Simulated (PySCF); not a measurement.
Zn(F)(SMe) (CH3FSZn), SMILES C[S][Zn][F].

Coordinates come from a B3LYP-D3(BJ)/def2-SVP optimisation. The structure was generated by enumeration; whether it is a known compound was not checked. One conformer was computed; it need not be the lowest.

Level of theory: PySCF with r2SCAN/def2-TZVP.

Symmetry labels are those of the subgroup Cs that the program uses (full group Cs).

Q: List the valence orbital energies around the gap with their symmetry. (The exact figures need the calculation; the answer reports its results.)

A: 
```tsv
orbital	symmetry	energy (eV)
HOMO−7	A'	-11.25
HOMO−6	A"	-11.10
HOMO−5	A'	-9.68
HOMO−4	A'	-9.60
HOMO−3	A"	-8.74
HOMO−2	A'	-8.70
HOMO−1	A'	-7.67
HOMO	A"	-6.19
LUMO	A'	-1.94
LUMO+1	A'	-1.21
LUMO+2	A"	-0.46
LUMO+3	A'	0.80
```
